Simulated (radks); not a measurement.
Spherical quantum dot in the effective-mass picture: electrons in a parabolic well V = omega^2 r^2 / 2 with omega = 0.0503, with a point charge +2 (a donor) at the centre, all in effective atomic units (hartree* = m*/eps^2 hartree, bohr* = eps/m* bohr), one dielectric constant everywhere. Method: non-relativistic Kohn-Sham, LDA (Slater exchange, Perdew-Wang correlation), spin-polarised, spherical densities; computed with a radial shooting solver with Libxc functionals. Levels are named by radial order and angular momentum (1s, 1p, 1d, 2s, ...), and open shells are averaged over m. At N = 7 the configuration is 1s2 1p(up 3, down 0) 2s2. Does electron 8 go into 1d down or 1p down or 1d up?

Answer. Into 1p down. The total energies of the other choices lie higher by 0.0122 hartree* (1d up), 0.0227 hartree* (1d down).
